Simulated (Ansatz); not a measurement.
Ansatz (a first-principles code) input (B3LYP/6-31G*):

Ansatz 0.2 input:
```yaml
crystal:
  periodic: [false, false, false]
  atoms:
    - {symbol: P, position_ang: [-0.09040565, -0.00216044, 0.07902484]}
    - {symbol: H, position_ang: [-0.15999661, 0.02767102, -1.34736696]}
    - {symbol: H, position_ang: [1.31424142, -0.00008785, 0.33842549]}
    - {symbol: H, position_ang: [0.09181237, 1.69329934, -0.05240812]}
    - {symbol: H, position_ang: [0.11002759, -1.68847594, -0.12402300]}
basis:
  gaussian:
    orbitals: 6-31G*
hamiltonian:
  xc: {name: B3LYP}
total_charge: -1
phonons: {temperatures: {t_min: 298.15, t_max: 298.15, t_step: 100}}
```

Output:

```
Functional definition: B3LYP
integrals: 0.00 GiB planned
316 factors; integrals over basis functions are off by at most 7.5e-4 eV
mean field: 0.06 GiB planned
mean field evaluation 1: about -9350.9908 eV, gradient 1.2e1 eV
mean field evaluation 2: about -9351.1626 eV, gradient 1.0e1 eV
mean field evaluation 4: about -9351.5161 eV, gradient 9.6e-2 eV
mean field evaluation 8: about -9351.5122 eV, gradient 1.7e-4 eV
mean field -9351.51216009 eV, -343.6617332005 hartree, gradient 2.6e-5 eV, S^2 0.000000; 0 other end points of the search recorded, 0 dependent functions left out
the calculation of the forces begins
reference -9351.51233094 eV, -343.6617394792 hartree; 10, 10 occupied and 17, 17 virtual orbitals, 316 factors
these checks for a lower state are left out or cut short: stability, starts, cluster_reference, orbital_swaps, neighbouring_geometries, increment
integrals: 0.00 GiB planned
316 factors; integrals over basis functions are off by at most 7.6e-4 eV
mean field: 0.06 GiB planned
mean field evaluation 16: about -9351.5121 eV, gradient 1.0e-4 eV
mean field -9351.51209417 eV, -343.6617307781 hartree, gradient 1.1e-6 eV, S^2 0.000000; 0 other end points of the search recorded, 0 dependent functions left out
the calculation of the forces begins
reference -9351.51226508 eV, -343.6617370588 hartree; 10, 10 occupied and 17, 17 virtual orbitals, 316 factors
these checks for a lower state are left out or cut short: stability, starts, cluster_reference, orbital_swaps, neighbouring_geometries, increment
integrals: 0.00 GiB planned
316 factors; integrals over basis functions are off by at most 7.6e-4 eV
mean field: 0.06 GiB planned
mean field -9351.51209372 eV, -343.6617307617 hartree, gradient 1.3e-6 eV, S^2 0.000000; 0 other end points of the search recorded, 0 dependent functions left out
the calculation of the forces begins
reference -9351.51226452 eV, -343.6617370383 hartree; 10, 10 occupied and 17, 17 virtual orbitals, 316 factors
these checks for a lower state are left out or cut short: stability, starts, cluster_reference, orbital_swaps, neighbouring_geometries, increment
integrals: 0.00 GiB planned
316 factors; integrals over basis functions are off by at most 7.5e-4 eV
mean field: 0.06 GiB planned
mean field -9351.51210034 eV, -343.6617310049 hartree, gradient 1.2e-6 eV, S^2 0.000000; 0 other end points of the search recorded, 0 dependent functions left out
the calculation of the forces begins
reference -9351.51227116 eV, -343.6617372826 hartree; 10, 10 occupied and 17, 17 virtual orbitals, 316 factors
these checks for a lower state are left out or cut short: stability, starts, cluster_reference, orbital_swaps, neighbouring_geometries, increment
integrals: 0.00 GiB planned
316 factors; integrals over basis functions are off by at most 7.5e-4 eV
mean field: 0.06 GiB planned
mean field evaluation 32: about -9351.5160 eV, gradient 9.7e-2 eV
mean field -9351.51210102 eV, -343.6617310301 hartree, gradient 1.2e-6 eV, S^2 0.000000; 0 other end points of the search recorded, 0 dependent functions left out
the calculation of the forces begins
reference -9351.51227190 eV, -343.6617373096 hartree; 10, 10 occupied and 17, 17 virtual orbitals, 316 factors
these checks for a lower state are left out or cut short: stability, starts, cluster_reference, orbital_swaps, neighbouring_geometries, increment
integrals: 0.00 GiB planned
316 factors; integrals over basis functions are off by at most 7.5e-4 eV
mean field: 0.06 GiB planned
mean field -9351.51215180 eV, -343.6617328961 hartree, gradient 3.0e-6 eV, S^2 0.000000; 0 other end points of the search recorded, 0 dependent functions left out
the calculation of the forces begins
reference -9351.51232263 eV, -343.6617391741 hartree; 10, 10 occupied and 17, 17 virtual orbitals, 316 factors
these checks for a lower state are left out or cut short: stability, starts, cluster_reference, orbital_swaps, neighbouring_geometries, increment
integrals: 0.00 GiB planned
316 factors; integrals over basis functions are off by at most 7.5e-4 eV
mean field: 0.06 GiB planned
mean field -9351.51215198 eV, -343.6617329026 hartree, gradient 6.6e-7 eV, S^2 0.000000; 0 other end points of the search recorded, 0 dependent functions left out
the calculation of the forces begins
reference -9351.51232284 eV, -343.6617391818 hartree; 10, 10 occupied and 17, 17 virtual orbitals, 316 factors
these checks for a lower state are left out or cut short: stability, starts, cluster_reference, orbital_swaps, neighbouring_geometries, increment
integrals: 0.00 GiB planned
316 factors; integrals over basis functions are off by at most 7.5e-4 eV
mean field: 0.06 GiB planned
mean field -9351.51215335 eV, -343.6617329530 hartree, gradient 3.0e-6 eV, S^2 0.000000; 0 other end points of the search recorded, 0 dependent functions left out
the calculation of the forces begins
reference -9351.51232418 eV, -343.6617392310 hartree; 10, 10 occupied and 17, 17 virtual orbitals, 316 factors
these checks for a lower state are left out or cut short: stability, starts, cluster_reference, orbital_swaps, neighbouring_geometries, increment
integrals: 0.00 GiB planned
316 factors; integrals over basis functions are off by at most 7.5e-4 eV
mean field: 0.06 GiB planned
mean field evaluation 64: about -9351.5122 eV, gradient 2.9e-6 eV
mean field -9351.51215296 eV, -343.6617329386 hartree, gradient 2.9e-6 eV, S^2 0.000000; 0 other end points of the search recorded, 0 dependent functions left out
the calculation of the forces begins
reference -9351.51232382 eV, -343.6617392178 hartree; 10, 10 occupied and 17, 17 virtual orbitals, 316 factors
these checks for a lower state are left out or cut short: stability, starts, cluster_reference, orbital_swaps, neighbouring_geometries, increment
integrals: 0.00 GiB planned
316 factors; integrals over basis functions are off by at most 7.5e-4 eV
mean field: 0.06 GiB planned
mean field -9351.51214933 eV, -343.6617328052 hartree, gradient 1.8e-6 eV, S^2 0.000000; 0 other end points of the search recorded, 0 dependent functions left out
the calculation of the forces begins
reference -9351.51232021 eV, -343.6617390851 hartree; 10, 10 occupied and 17, 17 virtual orbitals, 316 factors
these checks for a lower state are left out or cut short: stability, starts, cluster_reference, orbital_swaps, neighbouring_geometries, increment
integrals: 0.00 GiB planned
316 factors; integrals over basis functions are off by at most 7.6e-4 eV
mean field: 0.06 GiB planned
mean field -9351.51214896 eV, -343.6617327918 hartree, gradient 2.2e-6 eV, S^2 0.000000; 0 other end points of the search recorded, 0 dependent functions left out
the calculation of the forces begins
reference -9351.51231978 eV, -343.6617390691 hartree; 10, 10 occupied and 17, 17 virtual orbitals, 316 factors
Total energy: -9351.51233094 eV, -343.6617394792 hartree
Atom 0 at    -0.090406    -0.002160     0.079025 Å, force     0.000152     0.000004    -0.000133 eV/Å
Atom 1 at    -0.159997     0.027671    -1.347367 Å, force    -0.000051    -0.000005     0.000216 eV/Å
Atom 2 at     1.314241    -0.000088     0.338425 Å, force    -0.000221    -0.000002     0.000022 eV/Å
Atom 3 at     0.091812     1.693299    -0.052408 Å, force     0.000059     0.000090    -0.000050 eV/Å
Atom 4 at     0.110028    -1.688476    -0.124023 Å, force     0.000060    -0.000087    -0.000054 eV/Å
Dipole moment:     0.060788     0.001453    -0.053136 e Å
Vibrations: 657.11 836.46 1039.57 1045.89 1201.10 1237.73 1302.98 2279.27 2330.88 cm⁻¹, zero-point energy 0.739627 eV
```

The blocks after the first are displaced geometries, from whose forces the wavenumbers follow.

The dipole moment of an ion depends on the origin.
